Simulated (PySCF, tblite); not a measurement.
C5H13NSi2.
Structure used (GFN2-xTB), in Å, numbered top down from 1:
```xyz
21
C5H13NSi2 angstrom
N     -2.0094    2.1222   -0.0757
C     -1.3878    1.0600   -0.8557
C     -0.9287   -0.0251    0.0601
C      0.1348   -0.8431   -0.0353
C      1.2059   -0.9309   -1.0534
Si     2.6337    0.2635   -0.6229
C      0.0705   -1.6974    1.2091
Si    -1.5214   -0.7242    1.7042
H     -2.3294    2.8704   -0.6815
H     -1.3332    2.5119    0.5727
H     -2.1557    0.6696   -1.5364
H     -0.5406    1.4125   -1.4734
H      0.8149   -0.6812   -2.0413
H      1.5895   -1.9518   -1.0963
H      3.1926   -0.0838    0.6840
H      2.1234    1.6358   -0.5818
H      3.6712    0.1552   -1.6518
H     -0.0383   -2.7598    0.9907
H      0.9476   -1.5856    1.8461
H     -2.7543   -1.5098    1.7380
H     -1.3943    0.1085    2.9002
```

Method used: PBE0/pcSseg-1 in PySCF (dipole) on a GFN2-xTB geometry, gas phase.

Masses are those of the commonest isotopes; rigid-rotor values at the optimised geometry. The values belong to one conformer with, in the numbering `[NH2:1][CH2:2][C:3]1=[C:4]([CH2:5][SiH3:6])[CH2:7][SiH2:8]1`, H–N1–C2–C3 180° and 61°, N1–C2–C3–C4 -147°, C3–C4–C5–Si6 87°.

(1) Give the principal moments of inertia and the rotational constants in MHz.

(2) Classify the top.

(3) Is it planar, by Δ = Ic − Ia − Ib?

(4) Where do the levels up to J = 2 lie, in MHz?

(5) Which lines would a microwave search look for?

(6) Estimate the classical rotational partition function at 10 K, 100 K and 298.15 K.

Results:

(1) Ia = 288.31, Ib = 523.77, Ic = 712.36 u·Å²; 505379 MHz·u·Å²/I gives A = 1753, B = 964.9, C = 709.4 MHz.

(2) An asymmetric top. Ray's parameter κ = (2B − A − C)/(A − C) = -0.510; −1 is the prolate and +1 the oblate limit.

(3) Not planar: Δ = Ic − Ia − Ib = -99.72 u·Å². For a rigid frame Δ = −2 Σ m c², so Σ m c² = 49.86 u·Å² lies off the ab plane: 17.88 from hydrogen and 31.99 from heavier atoms. The atom farthest from that plane is 1.74 Å away.

(4) Above 0(0,0):
J = 1: 1(0,1) 1674, 1(1,1) 2462, 1(1,0) 2718
J = 2: 2(0,2) 4970, 2(1,2) 5556, 2(1,1) 6322, 2(2,1) 8686, 2(2,0) 8739
The levels of one J sum to (2J + 1)J(J + 1)(A + B + C)/3.

(5) The dipole components are |μa| = 1.36 D, |μb| = 0.87 D, |μc| = 0.30 D. Intensities carry the squares of the components, which stand as 1.00 : 0.41 : 0.05 (a : b : c). Some lines, for components of 0.1 D or more:

```tsv
type	branch	J(Ka,Kc)	MHz	lower level (cm⁻¹)
a	Q	2(1,1) ← 2(1,2)	766	0.185
a	R	1(0,1) ← 0(0,0)	1674	0.000
c	Q	3(2,2) ← 3(1,2)	2018	0.390
b	Q	2(2,0) ← 2(1,1)	2417	0.211
c	R	1(1,0) ← 0(0,0)	2718	0.000
a	R	2(1,2) ← 1(1,1)	3093	0.082
a	R	2(0,2) ← 1(0,1)	3296	0.056
b	Q	3(2,2) ← 3(1,3)	3544	0.339
b	R	2(1,2) ← 1(0,1)	3881	0.056
b	R	3(0,3) ← 2(1,2)	4240	0.185
c	R	2(1,1) ← 1(0,1)	4648	0.056
a	R	3(0,3) ← 2(0,2)	4826	0.166
a	R	3(1,2) ← 2(1,1)	5369	0.211
b	R	2(2,0) ← 1(1,1)	6276	0.082
c	R	3(2,2) ← 2(1,2)	8153	0.185
c	R	3(3,0) ← 2(2,0)	9586	0.291
```

(6) Point group C1, symmetry number σ = 1; q = (√π/σ)·√((kT/h)³/(ABC)), k/h = 20836.6 MHz/K: 4870 at 10 K, 154000 at 100 K, 792000 at 298.15 K.

Its lowest GFN2-xTB frequency is 14 cm⁻¹, too small to tell a flat minimum from a shallow saddle. Zero-point vibration and centrifugal distortion are left out. A rigid rotor knows nothing of inversion at nitrogen or internal rotation, which can split or shift real lines. Quadrupole hyperfine structure (14N) is left out.
